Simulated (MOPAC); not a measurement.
Input file for MOPAC: PM6 on CdH2 (SMILES [CdH2]), a point of a bond scan (R = 1.681 Å).

```
PM6 1SCF PRECISE CHARGE=0 THREADS=1
CdH2

Cd     0.00000000 1     0.00000000 1     0.00000000 1
H      0.00000000 1     0.00000000 1     1.68116812 1
H     -0.00000000 1    -0.00000000 1    -1.68116812 1
```

Output:

```
*******************************************************************************
 **                                                                           **
 **                              MOPAC v23.2.5                                **
 **                                                                           **
 *******************************************************************************
 ** MOPAC's Digital Object Identifier: https://doi.org/10.5281/zenodo.6511958 **
 **                                                                           **
 ** Please cite the open-source release paper for use of this MOPAC version:  **
 ** J. E. Moussa and J. J. P. Stewart (2026)                                  **
 ** MOPAC: An open-source semiempirical molecular orbital program             **
 ** J. Open Source Softw., 11(119), 8025, https://doi.org/10.21105/joss.08025 **
 *******************************************************************************

                              PM6 CALCULATION RESULTS

 *******************************************************************************
 *  PM6        - The PM6 Hamiltonian to be used
 *
 *
 *
 *                 CHARGE ON SYSTEM = 0
 *
 *
 *
 *  PRECISE    - TIGHTER CRITERIA TO BE USED
 *  1SCF       - DO 1 SCF AND THEN STOP
 *  THREADS=1  - MULTI-THREADING NOT USED
 *  T=         - A TIME OF 172800.0 SECONDS REQUESTED
 *  DUMP=N     - RESTART FILE WRITTEN EVERY 7200.0 SECONDS REQUESTED
 *******************************************************************************
PM6 1SCF PRECISE CHARGE=0 THREADS=1
 CdH2

   ATOM   CHEMICAL          X               Y               Z
  NUMBER   SYMBOL      (ANGSTROMS)     (ANGSTROMS)     (ANGSTROMS)

     1      Cd          0.00000000  *   0.00000000  *   0.00000000  *
     2       H          0.00000000  *   0.00000000  *   1.68116812  *
     3       H         -0.00000000  *  -0.00000000  *  -1.68116812  *



          CARTESIAN COORDINATES

    NO.       ATOM           X           Y           Z

     1        Cd          0.0000      0.0000      0.0000
     2         H          0.0000      0.0000      1.6812
     3         H         -0.0000     -0.0000     -1.6812

 General Reference for PM6:
 "Optimization of Parameters for Semiempirical Methods V: Modification of NDDO Approximations
 and Application to 70 Elements", J. J. P. Stewart, J. Mol. Mod., 13, 1173-1213 (2007)
 URL: https://link.springer.com/article/10.1007/s00894-007-0233-4

           Empirical Formula: H2 Cd  =     3 atoms



      MOLECULAR POINT GROUP   :   D*h


      RHF CALCULATION, NO. OF DOUBLY OCCUPIED LEVELS = 2


 -------------------------------------------------------------------------------
 PM6 1SCF PRECISE CHARGE=0 THREADS=1
 CdH2



     1SCF WAS SPECIFIED, SO BFGS WAS NOT USED
     SCF FIELD WAS ACHIEVED


                              PM6 CALCULATION
                                                       MOPAC v23.2.5 Linux




          FINAL HEAT OF FORMATION =         99.06791 KCAL/MOL =     414.50013 KJ/MOL


          COSMO AREA              =         56.91 SQUARE ANGSTROMS
          COSMO VOLUME            =         36.75 CUBIC ANGSTROMS

          IONIZATION POTENTIAL    =          7.663671 EV
          HOMO LUMO ENERGIES (EV) =         -7.664  2.722
          NO. OF FILLED LEVELS    =          2
          MOLECULAR WEIGHT        =        114.4258         POINT GROUP:  D*h

          MOLECULAR DIMENSIONS (Angstroms)

            Atom       Atom       Distance
            H     3    H     2     3.36234
            H     3    H     2     0.00000
           Cd     1    H     2     0.00000


          SCF CALCULATIONS        =          1





   ATOM   CHEMICAL          X               Y               Z
  NUMBER   SYMBOL      (ANGSTROMS)     (ANGSTROMS)     (ANGSTROMS)

     1      Cd          0.00000000  *   0.00000000  *   0.00000000  *
     2       H          0.00000000  *   0.00000000  *   1.68116812  *
     3       H         -0.00000000  *  -0.00000000  *  -1.68116812  *

                             CARTESIAN COORDINATES

   1   Cd        0.000000000     0.000000000     0.000000000
   2    H        0.000000000     0.000000000     1.681168120
   3    H       -0.000000000    -0.000000000    -1.681168120


           Empirical Formula: H2 Cd  =     3 atoms



      MOLECULAR POINT GROUP   :   D*h


                  EIGENVALUES
 -13.35604  -7.66367   2.72200   2.72200   4.69028   7.99684


              NET ATOMIC CHARGES AND DIPOLE CONTRIBUTIONS

  ATOM NO.   TYPE          CHARGE      No. of ELECS.   s-Pop       p-Pop
    1         Cd           0.372207        1.6278     1.17158     0.45622
    2          H          -0.186104        1.1861     1.18610
    3          H          -0.186104        1.1861     1.18610
 DIPOLE           X         Y         Z       TOTAL
 POINT-CHG.     0.000     0.000    -0.000     0.000
 HYBRID         0.000     0.000     0.000     0.000
 SUM            0.000     0.000    -0.000     0.000


          ATOMIC ORBITAL ELECTRON POPULATIONS

     Atom    s        px        py        pz
    1 Cd   1.17158   0.00000   0.00000   0.45622
    2  H   1.18610
    3  H   1.18610

 **********************
 *                    *
 * JOB ENDED NORMALLY *
 *                    *
 **********************




 == MOPAC DONE ==
```

The run finished.

Cost: about 0.020 core-seconds (a rough figure).
